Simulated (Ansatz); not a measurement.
Consider the ligand exchange at the Si–C bond: `F[CH]([SiH3])[SnH3]` + `[OH][Al]([F])[F]` → `[F][Al]([F])[O][SiH3]` + `F[CH2][SnH3]`.

Program: Ansatz. Geometries: PBE0-D4/def2-TZVP. ΔE: electronic, gas phase. CCSD(T)/CBS is the MP2 limit (def2-TZVPP, def2-QZVPP) plus CCSD(T) − MP2 in def2-TZVPP, frozen cores. DFT in def2-TZVPP. HSE06 is defined as in plane-wave codes. Elements past krypton have def2 core potentials. For Sn outer-core shells are correlated without core-valence functions, which leaves a few kJ/mol of doubt a bond. Each species was taken in one conformer, which may not be the lowest.

(1) Is it downhill or uphill in electronic energy at CCSD(T)/CBS, and by how much? (Best estimate.)

(2) What do these levels give: PBE-D4, r2SCAN-D4, PBE0-D4, revPBE, r2SCAN, PBE0, HSE06, LC-ωPBE, RPA@PBE/def2-TZVPP, CCSD(T)/def2-TZVPP, MP2/CBS(def2), CCSD/CBS(def2)? (Best estimate.)

Largest T1 diagnostic among the species: 0.013.

Results:

(1) Computed: Downhill: ΔE = -116.6 kJ/mol.

(2) Computed: PBE-D4 -99.5, r2SCAN-D4 -114.8, PBE0-D4 -109.4, revPBE -104.9, r2SCAN -115.6, PBE0 -112.4, HSE06 -112.1, LC-ωPBE -116.7, RPA@PBE/def2-TZVPP -118.0, CCSD(T)/def2-TZVPP -118.7, MP2/CBS(def2) -117.7, CCSD/CBS(def2) -121.8 kJ/mol.

From PBE to PBE0 (25 % exact exchange), in def2-TZVPP and without D4, ΔE moves by −9.4 kJ/mol. The D4 term adds +5.6 kJ/mol with B3LYP and +3.0 kJ/mol with PBE0; it sums over pairs of atoms, weighted by their polarisabilities, and B3LYP, whose exchange is more repulsive, gets the larger term.

B3LYP here is the variant with VWN-RPA as its local correlation; programs differ in this.
